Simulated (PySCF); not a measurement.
CH3Si, SMILES C=[SiH] (connectivity only; charge and spin as stated), charge +1, multiplicity 1. Geometry: r2SCAN-D4/def2-TZVP. A frequency run showed that this geometry is not a minimum. The multiplicity is an assumed one; other spin states were not compared. The isomer is the one that the SMILES or the coordinates give; other isomers of the formula were not compared.

PySCF with TDA-PBE/def2-TZVPD puts the lowest singlet excitations at 2.23, 4.03, 5.46, 6.20, 7.18, 7.78 eV.

Question: What are the lowest excitation roots from PySCF with ADC(2)/aug-cc-pVDZ? (An estimate is asked for; the answer gives what the named calculation found.)

Answer: 2.36, 4.61, 5.80, 6.67, 7.81, 8.49 eV. S1 differs by 0.12 eV (second minus first; roots are paired by order, and the bases may differ).
